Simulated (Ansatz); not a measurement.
Ansatz (a program for electronic structure) input file for ClFH₅NSi₂, SMILES N[SiH2][Si@H](F)Cl, PBE/def2-SVPD. The structure is a stationary point at PBE0-D3(BJ)/def2-SVP. The structure was generated by enumeration; whether it is a known compound was not checked. One conformer was computed; it need not be the lowest.

Ansatz 0.2 input:
```yaml
crystal:
  periodic: [false, false, false]
  atoms:
    - {symbol: N, position_ang: [-2.73743660, 0.61506837, 0.83954189]}
    - {symbol: Si, position_ang: [-1.55008834, -0.44728746, 0.15924236]}
    - {symbol: Si, position_ang: [0.67508725, 0.29233882, 0.30299136]}
    - {symbol: F, position_ang: [0.80665393, 1.72930932, -0.45412292]}
    - {symbol: Cl, position_ang: [1.88802072, -1.05868572, -0.69089187]}
    - {symbol: H, position_ang: [-2.82278224, 0.69206997, 1.84687315]}
    - {symbol: H, position_ang: [-2.91634299, 1.50897370, 0.39502869]}
    - {symbol: H, position_ang: [-1.83027916, -0.62888811, -1.29670343]}
    - {symbol: H, position_ang: [-1.61906185, -1.75933688, 0.87127941]}
    - {symbol: H, position_ang: [1.24429997, 0.48485715, 1.66772490]}
basis:
  gaussian:
    orbitals: def2-SVPD
hamiltonian:
  xc: {name: PBE}
```

It prints:

```
WARN ansatz: RAYON_NUM_THREADS=1 ignored (pool sized by the plan → 1); use --threads N
Functional definition: PBE
integrals: 0.10 GiB planned
1412 factors; their error is unknown
mean field: 0.61 GiB planned
mean field evaluation 1: about -32531.5077 eV, gradient 6.8e1 eV
mean field evaluation 2: about -32484.5828 eV, gradient 1.5e2 eV
mean field evaluation 4: about -32540.2971 eV, gradient 8.0e0 eV
mean field evaluation 8: about -32540.4881 eV, gradient 2.4e-1 eV
mean field evaluation 16: about -32540.4451 eV, gradient 2.2e-4 eV
mean field -32540.44513813 eV, -1195.8393021204 hartree, gradient 6.6e-5 eV, S^2 0.000000; 0 other end points of the search recorded, 0 dependent functions left out
reference -32540.44519297 eV, -1195.8393041357 hartree; 33, 33 occupied and 125, 125 virtual orbitals, 1412 factors
Total energy: -32540.44519297 eV, -1195.8393041357 hartree
```

The run converged.
